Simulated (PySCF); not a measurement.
The vertical singlet excitations below were computed for one of the candidates. Computed with TDDFT CAM-B3LYP/def2-SVPD, vertical, gas phase, core orbitals frozen in the response in PySCF 2.14.0, density-fitted response routines. Geometries: GFN2-xTB, one conformer each.

| state | E (eV) | λ (nm) | f |
| --- | --- | --- | --- |
| S1 | 5.22 | 237.6 | 0.0013 |
| S2 | 7.09 | 174.9 | 0.063 |
| S3 | 7.17 | 172.9 | 0.089 |
| S4 | 7.45 | 166.3 | 0.132 |
| S5 | 7.53 | 164.6 | 0.024 |
| S6 | 7.63 | 162.6 | 0.246 |
| S7 | 7.80 | 159.0 | 0.176 |
| S8 | 7.93 | 156.4 | 0.167 |

Triplets computed (Tamm–Dancoff): 4.45, 4.52, 5.02 eV.

Problem. Which structure fits? All have the formula C6H11N.
A. `C=CC[C@@H]1CCN1`
B. `N([C@@H]1CC12CC2)C`
C. `C1=CCCNCC1`
D. `C=CC/N=C/CC`

Solution. D. Its S1, at 5.22 eV, is the lowest among the candidates; the nearest of the others has S1 at 5.79 eV. S1 is HOMO→LUMO (82%). Löwdin shares by element: HOMO nitrogen 58%, carbon 23% or more, hydrogen 5% or more; LUMO carbon 39% or more, nitrogen 22% (atoms not listed hold the other 39%). At the same level the other candidates give, for their lowest levels:
- `CN[C@@H]1CC12CC2`: 5.98 eV (f 0.007); 6.50 eV (f 0.005); 6.97 eV (f 0.018); 7.08 eV (f 0.030); 7.46 eV (f 0.017); T1 5.79 eV; HOMO -7.53, LUMO 1.49 eV
- `C1=CCCNCC1`: 5.79 eV (f 0.051); 5.91 eV (f 0.006); 6.53 eV (f 0.029); 6.77 eV (f 0.006); 6.93 eV (f 0.005); T1 4.16 eV; HOMO -7.44, LUMO 1.33 eV
- `C=CC[C@@H]1CCN1`: 6.00 eV (f 0.032); 6.38 eV (f 0.008); 6.74 eV (f 0.009); 7.06 eV (f 0.007); 7.19 eV (f 0.027); T1 4.46 eV; HOMO -7.74, LUMO 1.12 eV

Conformer computed: `[CH2:1]=[CH:2][CH2:3]/[N:4]=[CH:5]/[CH2:6][CH3:7]`: C1–C2–C3–N4 -130°, C2–C3–N4–C5 121°, N4–C5–C6–C7 124°.
